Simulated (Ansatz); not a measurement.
Basis-set extrapolation for `CS[SiH](F)Cl` (PBE0-D4/def2-TZVP geometry, frozen core, Ansatz 0.2.0). Multiplicity 1, RHF reference.

|  | def2-TZVPP | def2-QZVPP |
| --- | --- | --- |
| HF | -1285.850857 | -1285.890876 |
| MP2 correlation | -0.906910 | -0.988641 |
| CCSD(T) correlation | -0.994733 | not run |

Energies in hartree. Use E(X) = E(∞) + A·exp(−7.88·√X) for Hartree–Fock and E(X) = E(∞) + B·X^(−2.97) for correlation, with X = 3 and 4, and add CCSD(T) minus MP2 of the smaller set to the MP2 limit.

Problem. What is the CCSD(T) energy at the basis-set limit?

Solution. HF limit: -1285.890876 + (-0.040019) × 0.13774 = -1285.89639. MP2 limit: -0.988641 + (-0.081731) × 0.74074 = -1.04918. Higher-order term: -0.994733 − (-0.906910) = -0.08782. Total: -1287.03339 hartree, 5.11 eV below CCSD(T)/def2-TZVPP.
